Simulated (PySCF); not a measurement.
H2OSZn.

```xyz
5

Zn     0.2713    -0.2341    -0.0482
O      1.6877    -1.2888    -0.2092
H      1.5010    -2.2263    -0.2817
S     -1.3609     1.1543     0.1210
H     -1.3688     1.0900     1.4642
```
Charge 0, spin multiplicity 1.

Geometry: PBE0-D3(BJ)/def2-TZVP. The values are those of a single conformer.

Level of theory: PySCF with KT2/pcSseg-2. Non-relativistic, no solvent.

Question: Give the absolute GIAO shielding of each atom: isotropic value and principal components (ppm). (Estimate from the structure and the level; the computed values follow.)

Answer: 
```json
[
 {"atom": "Zn1", "σ(iso)": "1572.5", "σ11": "1115.0", "σ22": "1147.3", "σ33": "2455.2", "span": "1340.2"},
 {"atom": "O2", "σ(iso)": "285.0", "σ11": "210.0", "σ22": "284.4", "σ33": "360.4", "span": "150.4"},
 {"atom": "H3", "σ(iso)": "29.9", "σ11": "21.7", "σ22": "23.6", "σ33": "44.5", "span": "22.8"},
 {"atom": "S4", "σ(iso)": "800.1", "σ11": "754.4", "σ22": "765.7", "σ33": "880.2", "span": "125.8"},
 {"atom": "H5", "σ(iso)": "31.8", "σ11": "23.2", "σ22": "27.7", "σ33": "44.4", "span": "21.2"}
]
```
